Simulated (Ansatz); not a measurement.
`SC1BO1` and `[SeH]C1BO1` differ in one atom or group.

Ansatz, PBE0-D4/def2-TZVP geometries, multiplicity 1. Each molecule was computed in one conformer, which needn't be the lowest.

Scalar relativity is left out up to krypton.

```csv
property,`SC1BO1`
HOMO energy (B3LYP/def2-TZVPP) / eV,-7.06
HOMO energy (PBE/def2-TZVPP) / eV,-6.08
HOMO energy (ωB97M-V/def2-TZVPP) / eV,-9.47
LUMO energy (PBE/def2-TZVPP) / eV,-1.79
HOMO–LUMO gap (B3LYP/def2-TZVPP) / eV,6.01
HOMO–LUMO gap (PBE/def2-TZVPP) / eV,4.29
```

Give the same properties after the change, and the shifts. (Estimate.)

Ansatz gave: 
```
                             property  `[SeH]C1BO1`  shift
  HOMO energy (B3LYP/def2-TZVPP) / eV         -6.74   0.32
    HOMO energy (PBE/def2-TZVPP) / eV         -5.83   0.25
HOMO energy (ωB97M-V/def2-TZVPP) / eV         -9.14   0.33
    LUMO energy (PBE/def2-TZVPP) / eV         -1.83  -0.04
HOMO–LUMO gap (B3LYP/def2-TZVPP) / eV          5.65  -0.36
  HOMO–LUMO gap (PBE/def2-TZVPP) / eV          4.00  -0.29
```

B3LYP here is the variant with VWN-RPA as its local correlation; programs differ in this.

Spin–orbit coupling is left out; it splits and shifts lone-pair levels of the heavy atoms by tenths of an eV.
